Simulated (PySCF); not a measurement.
## ECD: `InChI=1S/H2Se2/c1-2/h1-2H`

Molfile (atoms numbered from 1):
```
H2Se2
     RDKit          3D

  4  3  0  0  0  0  0  0  0  0999 V2000
    1.0376    0.5120    0.5749 Se  0  0  0  0  0  2  0  0  0  0  0  0
   -1.0280    0.6092   -0.5020 Se  0  0  0  0  0  2  0  0  0  0  0  0
    1.6566   -0.4778   -0.3270 H   0  0  0  0  0  0  0  0  0  0  0  0
   -1.6724   -0.4709    0.2698 H   0  0  0  0  0  0  0  0  0  0  0  0
  1  2  1  0
  1  3  1  0
  2  4  1  0
M  END
```

Theory: TDDFT PBE0/def2-SVPD circular dichroism and optical rotation, one conformer, gas phase in PySCF. Geometry: PBE0-D3(BJ)/def2-SVP.

The calculation is non-relativistic, which matters for the atoms heavier than Zn. States above about 7.2 eV lie in this functional's continuum (it starts at minus the energy of the highest occupied orbital, well below the true ionisation energy for most functionals) and depend on the basis. No stereocentre is labelled: unless the shape is locked (an allene, a helicene, a hindered biaryl), the mirror image is equally populated and a measured rotation or CD is zero.

(1) List the lowest 8 singlet excitations with oscillator and rotatory strengths.

Answers

(1) Rotatory strengths R in 10⁻⁴⁰ esu² cm², velocity form and length form (origin at the centre of mass); f in length form.
| state | E (eV) | λ (nm) | f | R (velocity) | R (length) | main |
| --- | --- | --- | --- | --- | --- | --- |
| 1 | 3.87 | 321 | 0.007 | +15.1 | +14.2 | HOMO→LUMO 0.99 |
| 2 | 3.88 | 320 | 0.004 | -11.2 | -10.7 | HOMO−1→LUMO 0.99 |
| 3 | 5.48 | 226 | 0.012 | +58.2 | +57.4 | HOMO→LUMO+1 0.92 |
| 4 | 5.50 | 225 | 0.014 | -66.3 | -65.6 | HOMO−1→LUMO+1 0.88, HOMO→LUMO+2 0.11 |
| 5 | 6.07 | 204 | 0.005 | +27.6 | +22.9 | HOMO→LUMO+2 0.83, HOMO−1→LUMO+1 0.10 |
| 6 | 6.10 | 203 | 0.001 | -22.0 | -16.8 | HOMO−1→LUMO+2 0.91 |
| 7 | 6.99 | 177 | 0.333 | +11.6 | +10.7 | HOMO−2→LUMO 0.76 |
| 8 | 7.36 | 168 | 0.025 | +11.3 | +11.1 | HOMO→LUMO+3 0.73, HOMO−1→LUMO+4 0.16 |

Among the states computed, the strongest CD band (largest |R|) is state 4. The largest dissymmetry factor in size, g = 4R/(D+G), with D and G the electric and magnetic dipole strengths, is -0.11 for state 6 (velocity form, f = 0.002), among bands with |R| over 0.5. The mirror image has the same energies and oscillator strengths and all R with the opposite sign.
